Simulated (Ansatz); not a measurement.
Gas-phase electronic energies from Ansatz, PBE0-D4/def2-TZVP geometries. CCSD(T)/CBS adds triple-zeta CCSD(T) − MP2 to the extrapolated MP2 energy (def2 sets, frozen cores). This one scheme is used for every species. Functionals use def2-TZVPP. Each species was taken in one conformer, which may not be the lowest.

`C[Si](O)(O)[SiH3]` + `CNCS` → `CNCSC` + `O[SiH](O)[SiH3]`  (substitution at a C–Si bond)

| level | ΔE (kJ/mol) |
| --- | --- |
| PBE-D4 | 38.2 |
| MP2/CBS(def2) | 41.5 |

Q: What does CCSD(T)/CBS give? (Estimate.)

A: The calculation gave: +43.0 kJ/mol. The listed levels differ from it by -4.8, -1.5 kJ/mol.

Largest T1 diagnostic among the species: 0.013.

From PBE to PBE0 (25 % exact exchange), in def2-TZVPP and without D4, ΔE moves by +3.3 kJ/mol.
